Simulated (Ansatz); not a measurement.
CH6FGaN2 (`C[NH][Ga]([NH2])[F]`). Charge 0, multiplicity 1. The geometry is a stationary point of PBE0-D4/def2-TZVP. It is one conformer, not always the lowest.

```xyz
11

C    -1.234    0.848   -0.912
N     0.201    0.721   -0.818
Ga    1.138   -0.297    0.333
N     0.510   -1.327    1.681
F     2.887   -0.193    0.189
H    -1.624    0.499   -1.876
H    -1.569    1.882   -0.770
H    -1.719    0.250   -0.137
H     0.710    1.267   -1.492
H    -0.436   -1.670    1.680
H     1.135   -1.981    2.122
```

Question: What is the dipole moment at B3LYP/def2-TZVPP? (An estimate is asked.)

Answer: The calculation gave: 2.85 D, with components (-2.78, -0.55, -0.34) D in this frame, pointing from negative to positive charge.

Question: And with PBE, r2SCAN, ωB97M-V? (Estimate.)

Answer: Computed: PBE 2.77 D, r2SCAN 2.82 D, ωB97M-V 2.80 D.

Question: Give the Mulliken charges with B3LYP, ωB97M-V, PBE in def2-TZVPP. (Estimate.)

Answer: Ansatz gave: 
| atom | B3LYP | ωB97M-V | PBE |
| --- | --- | --- | --- |
| C1 | -0.16 | -0.22 | -0.18 |
| N2 | -0.30 | -0.30 | -0.25 |
| Ga3 | 0.58 | 0.62 | 0.46 |
| N4 | -0.39 | -0.36 | -0.37 |
| F5 | -0.41 | -0.40 | -0.36 |
| H6 | 0.09 | 0.11 | 0.09 |
| H7 | 0.10 | 0.11 | 0.09 |
| H8 | 0.08 | 0.09 | 0.08 |
| H9 | 0.13 | 0.11 | 0.14 |
| H10 | 0.13 | 0.11 | 0.14 |
| H11 | 0.14 | 0.12 | 0.16 |

B3LYP here is the variant with VWN-RPA as its local correlation; programs differ in this.
